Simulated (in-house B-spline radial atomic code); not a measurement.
# Ni III (Ni2+): [Ar] 3d8

All numbers are computed (non-relativistic PBEsol, spin-polarised, spherical fractional occupations; point nucleus) with a radial B-spline atomic code at the basis-set limit, not measured.

Z_r = [3n² - l(l+1)]/(2<r>); Z_e = n√(-2ε); the last column is Slater's effective charge. Values are occupation-weighted means over spin.

```tsv
shell	electrons	ε (eV)	<r> (bohr)	Z_r	Z_e	Slater
1s	2	-8134	0.05487	27.34	24.45	27.70
2s	2	-980.87	0.2485	24.15	16.98	23.85
2p	6	-859.02	0.2167	23.07	15.89	23.85
3s	2	-127.14	0.7513	17.97	9.17	16.75
3p	6	-89.963	0.7839	15.95	7.71	16.75
3d	8	-28.68	0.9621	10.91	4.36	7.55
```

The least bound orbital is 3d down at -27.39 eV, and it is also the most diffuse (<r> = 0.975 bohr).
